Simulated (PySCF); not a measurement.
**O³⁺ (oxygen, charge +3) across methods**

[He] 2s2 2p1, 2P determinant. Calculation: PySCF 2.14, in aug-cc-pCVQZ-DK (9s8p6d4f2g, 109 functions); scalar relativity by spin-free X2C-1e. The B2PLYP total includes its PT2 part (frozen core); its orbital energies are those of the SCF part.

```json
{"method": "M06", "E (hartree)": "-71.2741", "mean ε 2s α (eV)": "-82.926", "mean ε 2s β (eV)": "-80.289", "mean ε 2p α (eV)": "-69.344", "Σ⟨r²⟩ (bohr²)": "3.377", "⟨S²⟩": "0.751"}
{"method": "PBE0", "E (hartree)": "-71.2367", "mean ε 2s α (eV)": "-83.201", "mean ε 2s β (eV)": "-80.161", "mean ε 2p α (eV)": "-69.634", "Σ⟨r²⟩ (bohr²)": "3.383", "⟨S²⟩": "0.751"}
{"method": "LDA", "E (hartree)": "-70.7234", "mean ε 2s α (eV)": "-80.005", "mean ε 2s β (eV)": "-77.556", "mean ε 2p α (eV)": "-66.265", "Σ⟨r²⟩ (bohr²)": "3.408", "⟨S²⟩": "0.751"}
{"method": "wB97X", "E (hartree)": "-71.3112", "mean ε 2s α (eV)": "-85.589", "mean ε 2s β (eV)": "-82.835", "mean ε 2p α (eV)": "-72.026", "Σ⟨r²⟩ (bohr²)": "3.369", "⟨S²⟩": "0.751"}
{"method": "r2SCAN", "E (hartree)": "-71.2646", "mean ε 2s α (eV)": "-81.068", "mean ε 2s β (eV)": "-78.250", "mean ε 2p α (eV)": "-67.841", "Σ⟨r²⟩ (bohr²)": "3.382", "⟨S²⟩": "0.752"}
{"method": "UHF", "E (hartree)": "-71.15160", "mean ε 2s α (eV)": "-91.163", "mean ε 2s β (eV)": "-85.684", "mean ε 2p α (eV)": "-78.076", "Σ⟨r²⟩ (bohr²)": "3.389", "⟨S²⟩": "0.753"}
{"method": "PBE", "E (hartree)": "-71.2238", "mean ε 2s α (eV)": "-80.243", "mean ε 2s β (eV)": "-77.854", "mean ε 2p α (eV)": "-66.638", "Σ⟨r²⟩ (bohr²)": "3.387", "⟨S²⟩": "0.751"}
{"method": "B2PLYP", "E (hartree)": "-71.2854", "mean ε 2s α (eV)": "-86.182", "mean ε 2s β (eV)": "-82.282", "mean ε 2p α (eV)": "-72.970", "Σ⟨r²⟩ (bohr²)": "3.388", "⟨S²⟩": "0.752"}
```
